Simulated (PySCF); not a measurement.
Molecule: Te(F)4, SMILES F[Te](F)(F)F. Atoms near the plane z = 1.2 Å, at the PBE0/def2-SVP optimised geometry (x, y, z in Å): Te1 (-0.3, -0.2, 0.0), F3 (0.0, 1.6, 0.0), F4 (1.6, -0.2, 0.0).

Computed with PBE0/def2-TZVP, def2 effective core potentials past Kr in PySCF. The core electrons that the potentials of Te replace are not part of the density. The values are rescaled to run from 0 to 1.

```
|000000000000000000000000000|
|000000000000000000000000000|
|000000000000000000000000000|
|000000000000000000000000000|
|000000000000000000000000000|
|000000000001111100000000000|
|000000000012232210000000000|
|000000000012343210000000000|
|000000000001333210000000000|
|000000000000111100000000000|
|000000000000000000000000000|
|000000012344321000111000000|
|000000035787753101222100000|
|000000258999875101332100000|
|000000379999886201343100000|
|000000389999987201332100000|
|000000379999996200221100000|
|000000269999985100010000000|
|000000037899863000000000000|
|000000003566531000000000000|
|000000000122110000000000000|
|000000000000000000000000000|
|000000000000000000000000000|
|000000000000000000000000000|
|000000000000000000000000000|
|000000000000000000000000000|
|000000000000000000000000000|
```
Scale: ten equal steps from 0.000 (start of '0') to 1.00 (end of '9'), in the order '0123456789'; x runs from -4.00 to 4.00, y from -4.00 (bottom) to 4.00 (top).

Which quantity is mapped?
A. an orbital amplitude
B. log10 of the electron density
C. electrostatic potential
D. electron localisation function

D, electron localisation function
